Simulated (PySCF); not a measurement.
First SCF of a structure search on singlet TcSe₃⁺, at a hand-made trigonal pyramidal geometry. PySCF input:

```python
from pyscf import gto, scf, dft
mol = gto.M(atom='''
Tc     0.000000     0.000000     0.000000
Se     1.964200     0.000000     1.044400
Se    -0.982100     1.701100     1.044400
Se    -0.982100    -1.701100     1.044400''',
    basis={'Tc': 'def2-SVP', 'Se': 'def2-SVP'},
    ecp={'Tc': 'def2-SVP'},
    charge=1, spin=0)
mf = dft.RKS(mol, xc='PBE0')
mf.grids.atom_grid = (50, 194)
aux = {'Tc': 'def2-universal-JKFIT', 'Se': 'def2-universal-JKFIT'}
mf = mf.density_fit(auxbasis=aux)
mf.conv_tol = 1e-08
mf.diis_space = 10
mf.max_cycle = 60
mf.init_guess = 'minao'
mf.verbose = 4
mf.kernel()
```

Excerpt of the output (cycles and frontier levels):

```
init E= -7272.84721544746
  HOMO = -0.455482676133105  LUMO = -0.442436384530226  gap/eV = 0.35501
cycle= 1 E= -7283.36610917368  delta_E= -10.5  |g|= 0.665  |ddm|= 3.95
  HOMO = -0.407328150154821  LUMO = -0.228807862492889  gap/eV = 4.85778
cycle= 2 E= -7281.35499564149  delta_E= 2.01  |g|= 2.67  |ddm|= 2.51
  HOMO = -0.405968419881057  LUMO = -0.371661246444256  gap/eV = 0.93355
cycle= 3 E= -7283.36044749339  delta_E= -2.01  |g|=  0.7  |ddm|= 2.52
  HOMO = -0.422236165384776  LUMO = -0.373985871361516  gap/eV = 1.31296
cycle= 4 E= -7283.44365715366  delta_E= -0.0832  |g|= 0.327  |ddm|= 0.298
  HOMO = -0.423337491820533  LUMO = -0.367256967125843  gap/eV = 1.52603
cycle= 5 E= -7283.46325563345  delta_E= -0.0196  |g|= 0.142  |ddm|= 0.144
  HOMO = -0.423818664178744  LUMO = -0.365243951732219  gap/eV = 1.59390
cycle= 6 E= -7283.46698321714  delta_E= -0.00373  |g|= 0.0569  |ddm|= 0.0729
  HOMO = -0.423468851957886  LUMO = -0.363750803943092  gap/eV = 1.62501
cycle= 7 E= -7283.46756926184  delta_E= -0.000586  |g|= 0.0211  |ddm|= 0.0366
  HOMO = -0.423531278512117  LUMO = -0.363624023594574  gap/eV = 1.63016
cycle= 8 E= -7283.46766207021  delta_E= -9.28e-05  |g|= 0.0115  |ddm|= 0.0231
  HOMO = -0.42373203895035  LUMO = -0.363548255160068  gap/eV = 1.63768
cycle= 9 E= -7283.46769353028  delta_E= -3.15e-05  |g|= 0.00161  |ddm|= 0.00892
  HOMO = -0.423709539633749  LUMO = -0.363495965791162  gap/eV = 1.63849
cycle= 10 E= -7283.46769415831  delta_E= -6.28e-07  |g|= 0.00028  |ddm|= 0.00188
  HOMO = -0.423701868158909  LUMO = -0.363504125452458  gap/eV = 1.63806
cycle= 11 E= -7283.4676941778  delta_E= -1.95e-08  |g|= 0.000159  |ddm|= 0.000418
  HOMO = -0.423703312329585  LUMO = -0.3635116163489  gap/eV = 1.63790
cycle= 12 E= -7283.4676941837  delta_E= -5.9e-09  |g|= 2.55e-05  |ddm|= 0.000132
  HOMO = -0.423702151059774  LUMO = -0.363516262800124  gap/eV = 1.63774
Extra cycle  E= -7283.4676941787  delta_E= 5e-09  |g|= 0.000154  |ddm|= 0.000118
converged SCF energy = -7283.4676941787
```

No lower solution of this spin was found from smeared starts or by a stability analysis within the restricted form, which does not test spin polarisation.

The search for the lowest solution, 3 starts and the stability check together, took roughly 60 core-seconds on a shared host.
